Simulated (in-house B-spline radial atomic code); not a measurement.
Results of a calculation; reference values are marked as such.
## Softness against transferability: the 4s channel of Cr

Cr, [Ar] 3d5 4s1, non-relativistic PBE, spherical and spin-unpolarised, from a B-spline radial code for spherical atoms (atomic units). The all-electron 4s level is ε = -0.143799 hartree, its outermost node lies just inside 1.15 bohr and its outer maximum at 2.79 bohr.

Troullier-Martins pseudo-orbitals are made for several radii. The cutoffs (hartree) are the plane-wave energies beyond which the orbital holds less than the named kinetic energy per electron. The phase error is the difference, pseudo minus all-electron, of arctan(R P'/P) at R = 3.9 bohr for all radii, half a hartree below and above the level.

```tsv
r_c (bohr)	V_l(0) (hartree)	cutoff for 10 mEh	for 1 mEh	for 0.1 mEh	phase error at ε − 0.5 (mrad)	at ε + 0.5 (mrad)
2.09	0.14	1.69	6.77	15.9	-0.3	-12.1
2.42	1.37	1.77	3.38	8.65	-0.2	-8.2
2.79	0.96	1.62	3.18	8	-0.3	-11.9
3.15	0.48	1.34	2.69	6.62	-0.7	-25.3
3.51	0.17	0.98	2.25	5.38	-1.5	-52.8
3.6	0.12	0.769	2.08	5.12	-1.8	-62.4
```

(1) Which radius needs the lowest cutoff for 0.1 mEh while both phase errors stay within 25.4 mrad?

(2) What does the larger radius buy, and what does it cost?

## Answers

(1) The radii within that limit are 2.09, 2.42, 2.79, 3.15 bohr; of these r_c = 3.15 needs the least, 6.62 hartree, that is 13.2 Ry or 180 eV.

(2) From r_c = 2.09 to 3.6 bohr the cutoff for 1 mEh goes from 6.77 to 2.08 hartree, a factor of 3.25, against 2.97 for a pure 1/r_c² scaling, end to end; step by step it is 6.77, 3.38, 3.18, 2.69, 2.25, 2.08, and for 0.1 mEh 15.9, 8.65, 8, 6.62, 5.38, 5.12; the number of plane waves goes as the cutoff to the power 3/2, here a factor of 5.9. The larger of the two phase errors is least at r_c = 2.42 bohr, 8.2 mrad; it is 12.1 at the smallest radius and 62.4 at the largest. These errors test the reference atom alone. Large radii also let the cores of neighbours overlap, which an atom doesn't show.
